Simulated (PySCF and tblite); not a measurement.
Values are calculated unless marked as measured or tabulated.
# Rotation: stationary points, barriers and rates

System: C5H9BOSi, numbered as in [CH3:1][BH:2][c:3]1[cH:4][c:5]([SiH3:6])[cH:7][o:8]1.

Motion: rotation about the B2–C3 bond (torsion C1–B2–C3–C4 from -180° to 0°, rising). Geometries: GFN2-xTB; energies: PBE0/pcSseg-1 + D3(BJ); zero-point and thermal terms from GFN2-xTB harmonic modes (soft modes blended into free rotors). Rates follow Eyring's equation with the number of equivalent paths and no tunnelling. Programs: tblite and PySCF.

```csv
point,symmetry,E(GFN2) kcal/mol,E(DFT) kcal/mol,ZPE change kcal/mol,lowest mode cm⁻¹,dipole D
start,Cs,0.0,0.0,0.00,41,1.08
saddle,C1,8.0,13.8,-0.69,157i,0.91
end,Cs,0.1,0.4,0.01,39,1.21
```

* Electronic barrier: 13.8 kcal/mol
* Barrier with zero-point energy: 13.2 kcal/mol
* ΔH‡ (298 K): 12.8 kcal/mol
* ΔS‡ (298 K, symmetry apart): -1.9 cal/(mol K)
* Paths: 2 equivalent paths
* End point: a different minimum
* Mean lifetime of the start against this motion at 298 K: 530 µs
* Cost: 93 s on 1 thread of Arm Neoverse V1 (shared host) (rough), peak memory 0.9 GiB, launched as `OMP_NUM_THREADS=1 python ens_run.py task.json out`

```
T/K  ΔG‡ kcal/mol     k s⁻¹  ΔG kcal/mol  k back s⁻¹
150          13.2  3.6×10⁻⁷          0.3    9.7×10⁻⁷
200          13.3     0.027          0.3       0.053
250          13.3        24          0.2          38
298          13.4      1900          0.2        2720
350          13.5   5.6×10⁴          0.2     7.3×10⁴
400          13.6   6.5×10⁵          0.1     7.8×10⁵
500          13.8     2×10⁷          0.1     2.2×10⁷
```

ΔG and ΔG‡ leave out symmetry numbers and mirror images; rates count paths: 2 out, 2 back.
